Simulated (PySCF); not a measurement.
FS, SMILES F[S] (connectivity only; charge and spin as stated), charge -1, multiplicity 1.

Geometry: PBE-D3(BJ)/def2-TZVPD. The multiplicity is an assumed one; other spin states were not compared.

Method: PySCF 2.14.0 with PBE-D3(BJ)/def2-TZVPD.

Frequencies are harmonic and unscaled.

```
mode  ν (cm⁻¹)  IR (km/mol)  moving atoms (share of kinetic energy)
----  --------  -----------  --------------------------------------
1          612         83.3                          F 63 %, S 37 %
```
